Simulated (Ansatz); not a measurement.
```xyz
7

F     2.3335    1.2067    0.1039
Sn    1.3076   -0.1119   -0.8827
Ge   -1.1009    0.0907    0.1760
H     2.1575   -1.5722   -0.4956
H    -1.0369   -0.1240    1.6969
H    -1.6562    1.4862   -0.1349
H    -2.0046   -0.9756   -0.4637
```

The species carries charge 0 and has multiplicity 2. Sn: def2 effective core potential.

List the r2SCAN/def2-TZVPP orbital energies in eV (the Gaussian-basis code of Ansatz). (An estimate is asked.)

The calculation gave: α occupied: -10834.58, -1349.70, -1199.77, -1199.74, -1199.74, -664.70, -167.86, -137.55, -117.59, -117.52, -117.52, -92.42, -92.36, -92.27, -30.84, -30.84, -30.83, -30.76, -30.76, -29.55, -26.76, -26.75, -26.69, -26.63, -26.30, -14.91, -12.68, -9.70, -9.32, -9.22, -9.08, -9.04, -7.60, -5.65. α empty: -1.54, -0.85, -0.19, 0.49, 0.86, 1.39, 2.85, 3.00. β occupied: -10834.57, -1349.70, -1199.75, -1199.74, -1199.74, -664.64, -167.85, -137.52, -117.57, -117.52, -117.51, -92.35, -92.34, -92.26, -30.82, -30.81, -30.81, -30.75, -30.74, -29.45, -26.65, -26.64, -26.59, -26.57, -26.21, -14.71, -12.29, -9.52, -9.16, -9.10, -9.05, -8.89, -7.29. β empty: -4.06, -1.21, -0.55, 0.23, 0.66, 1.05, 1.74, 2.88. ⟨S²⟩ = 0.754.
